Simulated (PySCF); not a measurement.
C3H9BOS. Atoms are numbered in the order given.

```xyz
15

B      0.0777     0.5094     0.1884
C      0.3738     1.9148     0.8327
H      0.9787     1.8491     1.7476
H     -0.5675     2.4331     1.0840
H      0.9071     2.5655     0.1186
O     -0.6491     0.3381    -0.9478
C     -1.2065     1.4138    -1.6552
H     -0.4327     2.1140    -2.0127
H     -1.7398     1.0128    -2.5288
H     -1.9257     1.9802    -1.0398
S      0.7303    -0.9761     0.9848
C      0.1378    -2.3031    -0.1010
H     -0.9594    -2.3180    -0.1340
H      0.5041    -3.2527     0.3103
H      0.5236    -2.1728    -1.1204
```

Geometry optimised at PBE0-D3(BJ)/def2-SVP. Other conformers were not sampled.

Level of theory: TDA-CAM-B3LYP/def2-SVPD in PySCF.

Vertical excitations. Isolated molecule, no solvent.

```
state  energy (eV)  λ (nm)      f                                              main pairs
-----  -----------  ------  -----  ------------------------------------------------------
S1            6.20     200  0.013                        HOMO→LUMO+1 49 %, HOMO→LUMO 40 %
S2            6.50     191  0.032      HOMO→LUMO 46 %, HOMO→LUMO+1 23 %, HOMO→LUMO+3 16 %
S3            6.61     188  0.253                                        HOMO→LUMO+2 90 %
S4            7.23     171  0.001  HOMO−1→LUMO+2 55 %, HOMO→LUMO+3 19 %, HOMO→LUMO+5 12 %
S5            7.30     170  0.005  HOMO→LUMO+3 39 %, HOMO−1→LUMO+2 34 %, HOMO→LUMO+5 12 %
S6            7.65     162  0.032                                        HOMO→LUMO+4 94 %
T1            5.41     229      0                                        HOMO→LUMO+2 96 %
T2            5.80     214      0     HOMO→LUMO+1 57 %, HOMO→LUMO 14 %, HOMO→LUMO+12 13 %
```
Triplets are in the Tamm–Dancoff approximation.
